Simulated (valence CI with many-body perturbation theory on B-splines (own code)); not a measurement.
## E1 transitions of Er53+

Level of theory: configuration interaction combined with many-body perturbation theory (CI+MBPT): five valence electrons over a frozen Dirac-Fock core [Ne], radial functions for each j: 9 s, 9 p, 8 d, 6 f, 3 g, 1 h, with the one-electron correlation potential Σ1 (screened to all orders), the two-electron term Σ2, the three-electron term Σ3, Breit, model QED; selected single and double excitations, second order for the rest (own B-spline code, finite nucleus).

The last digits are not significant, and no measured levels were compared; by estimate large intervals hold to a few tenths of a per cent, small ones and those within an open d or f shell to about a per cent. Among the levels kept, up to 580 cm⁻¹ of a level comes from second order outside the variational space, and about a tenth of that is noise between levels of different J, which matters for small intervals.

Lines 101 to 150 of 214 in falling wavelength, among levels below 5748.4 × 10³ cm⁻¹, chosen from the strongest by gf and those to the six lowest levels. Wavelengths and rates use the calculated energies. Electric multipoles are in the length gauge, E1 and E2 with the static RPA response of the core. Weak lines are less certain than strong ones. Lines between different terms over intervals too small for the method are left out, as are lines whose strength nearly cancels. The highest levels of a list are the least certain.

Levels are named by their leading jj configuration (3d3/2^4 stands for four electrons in 3d with j = 3/2), which in mixed levels can hold well under half, so a name can repeat and another be missing. Letters in brackets count levels of one name in rising energy.

```tsv
λ vac (Å)	Upper	Lower	A (s⁻¹)	S (a.u.) with core polarisation	S without
53.38	(3s^2 3p1/2 3d3/2 3d5/2) J=5/2	(3s^2 3p1/2 3p3/2 3d3/2) J=3/2 [b]	2.45e+09	1.10e-03	1.12e-03
51.86	(3s^2 3p1/2 3p3/2 3d3/2) J=3/2 [b]	(3s^2 3p1/2 3p3/2^2) J=5/2	8.07e+08	2.22e-04	2.28e-04
51.36	(3s^2 3p1/2 3p3/2 3d3/2) J=5/2 [b]	(3s^2 3p1/2 3p3/2^2) J=3/2	8.28e+08	3.32e-04	3.37e-04
50.76	(3s 3p1/2^2 3p3/2 3d5/2) J=5/2 [a]	(3s 3p1/2^2 3p3/2^2) J=3/2	2.69e+09	1.04e-03	1.06e-03
50.76	(3s^2 3p1/2 3p3/2 3d5/2) J=3/2 [a]	(3s^2 3p1/2 3p3/2^2) J=1/2	1.04e+09	2.67e-04	2.71e-04
49.98	(3s^2 3p1/2 3p3/2 3d5/2) J=7/2 [a]	(3s^2 3p1/2 3p3/2^2) J=5/2	6.95e+08	3.42e-04	3.47e-04
49.64	(3s^2 3p1/2 3p3/2 3d3/2) J=1/2 [b]	(3s^2 3p1/2 3p3/2^2) J=3/2	6.06e+09	7.31e-04	7.42e-04
49.62	(3s^2 3p1/2 3p3/2 3d3/2) J=3/2 [b]	(3s^2 3p1/2 3p3/2^2) J=3/2	4.33e+07	1.04e-05	1.09e-05
49.14	(3s 3p1/2^2 3p3/2 3d5/2) J=3/2 [a]	(3s 3p1/2^2 3p3/2^2) J=1/2	1.24e+10	2.91e-03	2.95e-03
48.99	(3s 3p1/2^2 3p3/2 3d5/2) J=5/2 [b]	(3s^2 3p1/2 3p3/2 3d3/2) J=3/2 [a]	4.03e+09	1.40e-03	1.42e-03
48.97	(3s 3p1/2^2 3p3/2 3d5/2) J=3/2 [a]	(3s 3p1/2^2 3p3/2^2) J=3/2	3.73e+10	8.65e-03	8.77e-03
48.06	(3s^2 3p1/2 3p3/2 3d5/2) J=3/2 [a]	(3s^2 3p1/2 3p3/2^2) J=5/2	1.20e+10	2.63e-03	2.67e-03
47.41	(3s^2 3p1/2 3p3/2 3d5/2) J=5/2 [a]	(3s^2 3p1/2 3p3/2^2) J=5/2	5.81e+10	1.83e-02	1.86e-02
47.03	(3s^2 3p1/2 3d3/2 3d5/2) J=7/2	(3s^2 3p1/2 3p3/2 3d3/2) J=7/2	3.27e+10	1.34e-02	1.36e-02
46.41	(3s^2 3p1/2 3d3/2 3d5/2) J=5/2	(3s^2 3p1/2 3p3/2 3d3/2) J=7/2	1.37e+10	4.05e-03	4.11e-03
46.13	(3s^2 3p1/2 3p3/2 3d5/2) J=3/2 [a]	(3s^2 3p1/2 3p3/2^2) J=3/2	9.22e+10	1.79e-02	1.81e-02
45.92	(3s^2 3p3/2^3) J=3/2	(3s^2 3p1/2^2 3d3/2) J=3/2	3.63e+07	6.94e-06	7.05e-06
45.68	(3s^2 3p1/2^2 3d5/2) J=5/2	(3s^2 3p1/2^2 3p3/2) J=3/2	1.44e+11	4.07e-02	4.12e-02
45.67	(3s 3p1/2^2 3p3/2 3d5/2) J=5/2 [a]	(3s 3p1/2^2 3p3/2^2) J=5/2	1.06e+11	2.99e-02	3.03e-02
45.53	(3s^2 3p1/2 3p3/2 3d5/2) J=5/2 [a]	(3s^2 3p1/2 3p3/2^2) J=3/2	3.08e+10	8.62e-03	8.73e-03
45.29	(3s 3p1/2^2 3p3/2 3d5/2) J=1/2	(3s 3p1/2^2 3p3/2^2) J=1/2	2.02e+11	1.85e-02	1.87e-02
45.14	(3s 3p1/2^2 3p3/2 3d5/2) J=1/2	(3s 3p1/2^2 3p3/2^2) J=3/2	1.83e+10	1.66e-03	1.68e-03
45.14	(3s^2 3p1/2 3d3/2 3d5/2) J=7/2	(3s^2 3p1/2 3p3/2 3d3/2) J=5/2 [a]	1.37e+11	4.98e-02	5.05e-02
45.00	(3s^2 3p1/2 3d3/2 3d5/2) J=5/2	(3s^2 3p1/2 3p3/2 3d3/2) J=3/2 [a]	1.03e+11	2.79e-02	2.83e-02
44.97	(3s^2 3p1/2 3p3/2 3d5/2) J=3/2 [b]	(3s^2 3p1/2 3p3/2^2) J=1/2	1.74e+11	3.12e-02	3.17e-02
44.56	(3s^2 3p1/2 3d3/2 3d5/2) J=5/2	(3s^2 3p1/2 3p3/2 3d3/2) J=5/2 [a]	8.73e+10	2.29e-02	2.32e-02
44.42	(3s 3p1/2^2 3p3/2 3d5/2) J=7/2 [a]	(3s 3p1/2^2 3p3/2^2) J=5/2	1.89e+11	6.55e-02	6.64e-02
44.42	(3s^2 3p1/2 3p3/2 3d5/2) J=1/2	(3s^2 3p1/2 3p3/2^2) J=1/2	2.75e+11	2.38e-02	2.42e-02
44.34	(3s 3p1/2^2 3p3/2 3d5/2) J=3/2 [b]	(3s 3p1/2^2 3p3/2^2) J=1/2	8.65e+10	1.49e-02	1.51e-02
44.32	(3s 3p1/2^2 3p3/2 3d5/2) J=5/2 [b]	(3s 3p1/2^2 3p3/2^2) J=3/2	2.98e+11	7.68e-02	7.78e-02
44.22	(3s 3p1/2^2 3p3/2 3d5/2) J=3/2 [a]	(3s 3p1/2^2 3p3/2^2) J=5/2	3.30e+10	5.63e-03	5.71e-03
44.20	(3s 3p1/2^2 3p3/2 3d5/2) J=3/2 [b]	(3s 3p1/2^2 3p3/2^2) J=3/2	2.27e+10	3.87e-03	3.93e-03
44.02	(3s^2 3p1/2 3p3/2 3d5/2) J=5/2 [b]	(3s^2 3p1/2 3p3/2^2) J=5/2	7.86e+10	1.99e-02	2.01e-02
44.01	(3s^2 3p1/2 3p3/2 3d5/2) J=7/2 [b]	(3s^2 3p1/2 3p3/2^2) J=5/2	3.25e+11	1.09e-01	1.11e-01
43.88	(3s^2 3p1/2 3d3/2^2) J=3/2	(3s 3p1/2^2 3p3/2^2) J=1/2	5.26e+10	8.78e-03	8.90e-03
42.84	(3s^2 3p1/2 3p3/2 3d5/2) J=3/2 [b]	(3s^2 3p1/2 3p3/2^2) J=5/2	5.26e+10	8.16e-03	8.28e-03
42.40	(3s^2 3p1/2 3p3/2 3d5/2) J=5/2 [b]	(3s^2 3p1/2 3p3/2^2) J=3/2	4.58e+11	1.03e-01	1.05e-01
42.08	(3s 3p1/2^2 3p3/2 3d5/2) J=7/2 [b]	(3s 3p1/2^2 3p3/2^2) J=5/2	1.21e+11	3.55e-02	3.60e-02
41.30	(3s^2 3p1/2 3p3/2 3d5/2) J=3/2 [b]	(3s^2 3p1/2 3p3/2^2) J=3/2	1.81e+08	2.52e-05	2.55e-05
41.04	(3s^2 3p1/2 3d3/2 3d5/2) J=5/2	(3s 3p1/2^2 3p3/2^2) J=3/2	6.01e+09	1.23e-03	1.25e-03
40.83	(3s^2 3p1/2 3p3/2 3d5/2) J=1/2	(3s^2 3p1/2 3p3/2^2) J=3/2	6.16e+10	4.14e-03	4.20e-03
40.40	(3s 3p1/2^2 3p3/2 3d5/2) J=5/2 [b]	(3s 3p1/2^2 3p3/2^2) J=5/2	2.70e+10	5.28e-03	5.36e-03
40.33	(3s 3p1/2^2 3p3/2 3d3/2) J=5/2 [a]	(3s^2 3p1/2^2 3d5/2) J=5/2	2.03e+08	3.94e-05	4.01e-05
40.30	(3s 3p1/2^2 3p3/2 3d5/2) J=3/2 [b]	(3s 3p1/2^2 3p3/2^2) J=5/2	1.09e+10	1.41e-03	1.43e-03
40.07	(3s 3p1/2^2 3p3/2 3d3/2) J=3/2 [a]	(3s^2 3p1/2^2 3d5/2) J=5/2	1.78e+08	2.26e-05	2.29e-05
39.91	(3s^2 3p1/2 3d3/2^2) J=3/2	(3s 3p1/2^2 3p3/2^2) J=5/2	1.29e+10	1.62e-03	1.64e-03
39.19	(3s 3p1/2^2 3p3/2 3d3/2) J=7/2	(3s^2 3p1/2^2 3d5/2) J=5/2	8.51e+09	2.02e-03	2.06e-03
38.06	(3s^2 3p1/2 3d3/2 3d5/2) J=7/2	(3s 3p1/2^2 3p3/2^2) J=5/2	6.70e+09	1.46e-03	1.48e-03
37.23	(3s 3p1/2^2 3p3/2 3d3/2) J=3/2 [b]	(3s^2 3p1/2^2 3d5/2) J=5/2	4.30e+09	4.38e-04	4.44e-04
35.98	(3s 3p1/2^2 3p3/2 3d3/2) J=5/2 [b]	(3s^2 3p1/2^2 3d5/2) J=5/2	4.76e+09	6.56e-04	6.67e-04
```
